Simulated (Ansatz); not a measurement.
Cartesian coordinates in Å:
```
N 0.5739 -0.5370 1.2355
C -0.3521 -0.6334 0.1082
Si 0.0522 0.8358 -0.9763
F -1.0503 1.0073 -2.1310
H 0.3040 0.2073 1.8650
H 0.6037 -1.3929 1.7733
H -0.1247 -1.5412 -0.4589
H -1.4179 -0.6862 0.3730
H 0.0412 2.0765 -0.1575
H 1.3699 0.6638 -1.6312
```

The species carries charge 0 and has multiplicity 1.

Q: List the CAM-B3LYP/def2-TZVPP orbital energies in eV (Ansatz). (An estimate is asked.)

A: Computed: Occupied: -1801.58, -673.14, -391.41, -279.32, -146.05, -101.44, -101.35, -101.34, -34.25, -26.52, -20.44, -16.93, -15.66, -14.71, -14.06, -13.83, -13.61, -12.76, -10.80, -10.56, -8.62. Lowest empty: 1.21, 1.78, 2.64, 2.96, 3.35, 3.57, 3.98, 4.45.
